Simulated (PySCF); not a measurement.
BaF2, SMILES [F][Ba][F].

Geometry: PBE0-D3(BJ)/def2-TZVP. The isomer is the one that the SMILES or the coordinates give; other isomers of the formula were not compared. The def2 effective core potentials stand for the cores of Ba; spin–orbit coupling is left out.

Method: CAM-B3LYP/def2-TZVPD run with PySCF.

Symmetry labels are those of the subgroup C2v that the program uses (full group C2v).

Computed valence orbital energies around the gap with their symmetry:
```tsv
orbital	symmetry	energy (eV)
HOMO−7	A1	-20.52
HOMO−6	B2	-20.15
HOMO−5	A1	-10.76
HOMO−4	B2	-10.57
HOMO−3	A2	-10.55
HOMO−2	B1	-10.32
HOMO−1	A1	-10.11
HOMO	B2	-9.75
LUMO	A1	-0.95
LUMO+1	B1	0.14
LUMO+2	A1	0.35
LUMO+3	B2	0.51
```
